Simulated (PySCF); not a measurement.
An unknown gives this computed stick spectrum. Theory: TDDFT CAM-B3LYP/def2-SVPD, vertical, gas phase, core orbitals frozen in the response (PySCF 2.14.0, density-fitted response routines). Geometries: GFN2-xTB, one conformer each.

| state | λ (nm) | f |
| --- | --- | --- |
| S1 | 147.1 | 0.031 |
| S2 | 147.0 | 0.0000 |
| S3 | 136.9 | 0.0036 |
| S4 | 136.9 | 0.017 |
| S5 | 134.0 | 0.028 |
| S6 | 133.8 | 0.0002 |
| S7 | 133.1 | 0.100 |
| S8 | 132.4 | 0.0000 |

Orbital energies (eV): HOMO-3 -11.41, HOMO-2 -10.70, HOMO-1 -10.17, HOMO -10.13, LUMO 1.42, LUMO+1 1.51, LUMO+2 2.16.

Problem. Which candidate is it? All have the formula C4H8F2O2.
A. `COC(F)(CF)OC`
B. `CO[C@@H]([C@@H](OC)F)F`
C. `O(C)C[C@H](F)OCF`
D. `CO[C@H](CF)OCF`

Solution. B. Its S1, at 8.43 eV, is the highest among the candidates; the nearest of the others has S1 at 8.13 eV. S1 is HOMO→LUMO (54%), HOMO-1→LUMO+1 (36%). Löwdin shares by element: HOMO oxygen 61%, carbon 14% or more (atoms not listed hold the other 26%); LUMO carbon 47% (atoms not listed hold the other 53%). At the same level the other candidates give, for their lowest levels:
- `COC[C@H](F)OCF`: 163 nm (f 0.006); 151 nm (f 0.007); 147 nm (f 0.066); 143 nm (f 0.017); 137 nm (f 0.005); T1 7.39 eV; HOMO -9.33, LUMO 1.33 eV
- `COC(F)(CF)OC`: 153 nm (f 0.002); 146 nm (f 0.009); 139 nm (f 0.007); 138 nm (f 0.021); 136 nm (f 0.017); T1 7.97 eV; HOMO -9.90, LUMO 1.23 eV
- `CO[C@H](CF)OCF`: 160 nm (f 0.006); 151 nm (f 0.009); 145 nm (f 0.058); 142 nm (f 0.021); 140 nm (f 0.005); T1 7.59 eV; HOMO -9.49, LUMO 1.30 eV

The values belong to the conformer `[CH3:1][O:2][C@@H:3]([F:4])[C@@H:5]([F:6])[O:7][CH3:8]`: C1–O2–C3–F4 71°, O2–C3–C5–F6 61°, C3–C5–O7–C8 170°.
Triplets come from the Tamm–Dancoff approximation.
